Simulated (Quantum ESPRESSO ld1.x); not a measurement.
All-electron atom: the tungsten ion W3+ in [Xe] 4f14 5d3. All-electron calculation, Dirac Kohn-Sham, PBE, spin-unpolarised, spherical densities, point nucleus; open shells are shared between the two j in proportion to 2j + 1. Program: ld1.x of Quantum ESPRESSO 7.5.

Unscreened Slater integrals over Kohn-Sham orbitals (eV). Large and small components are both included.

| integral | value |
|---|---|
| F0(5d5/2,5d5/2) | 13.846 |
| F2(5d5/2,5d5/2) | 7.2321 |
| F4(5d5/2,5d5/2) | 4.7814 |
| F0(5d5/2,5d3/2) | 14.025 |
| F2(5d5/2,5d3/2) | 7.3199 |
| G2(5d5/2,5d3/2) | 7.3134 |
| G4(5d5/2,5d3/2) | 4.8359 |
| F0(5d5/2,4f7/2) | 17.832 |
| F2(5d5/2,4f7/2) | 4.1368 |
| F4(5d5/2,4f7/2) | 1.9446 |
| G1(5d5/2,4f7/2) | 1.5958 |
| G3(5d5/2,4f7/2) | 1.3895 |
| G5(5d5/2,4f7/2) | 1.0823 |
| F0(5d5/2,4f5/2) | 17.859 |
| F2(5d5/2,4f5/2) | 4.0745 |
| F4(5d5/2,4f5/2) | 1.9023 |
| G1(5d5/2,4f5/2) | 1.5288 |
| G3(5d5/2,4f5/2) | 1.3437 |
| G5(5d5/2,4f5/2) | 1.0493 |
| F0(5d3/2,5d3/2) | 14.213 |
| F2(5d3/2,5d3/2) | 7.4204 |
| F0(5d3/2,4f7/2) | 18.265 |
| F2(5d3/2,4f7/2) | 4.3591 |
| G3(5d3/2,4f7/2) | 1.4970 |
| G5(5d3/2,4f7/2) | 1.1623 |
| F0(5d3/2,4f5/2) | 18.293 |
| F2(5d3/2,4f5/2) | 4.2945 |
| G1(5d3/2,4f5/2) | 1.6705 |
| G3(5d3/2,4f5/2) | 1.4513 |
| F0(4f7/2,4f7/2) | 41.109 |
| F2(4f7/2,4f7/2) | 19.835 |
| F4(4f7/2,4f7/2) | 12.505 |
| F6(4f7/2,4f7/2) | 9.0142 |
| F0(4f7/2,4f5/2) | 41.419 |
| F2(4f7/2,4f5/2) | 19.989 |
| F4(4f7/2,4f5/2) | 12.604 |
| G2(4f7/2,4f5/2) | 19.912 |
| G4(4f7/2,4f5/2) | 12.558 |
| G6(4f7/2,4f5/2) | 9.0531 |
| F0(4f5/2,4f5/2) | 41.736 |
| F2(4f5/2,4f5/2) | 20.150 |
| F4(4f5/2,4f5/2) | 12.708 |
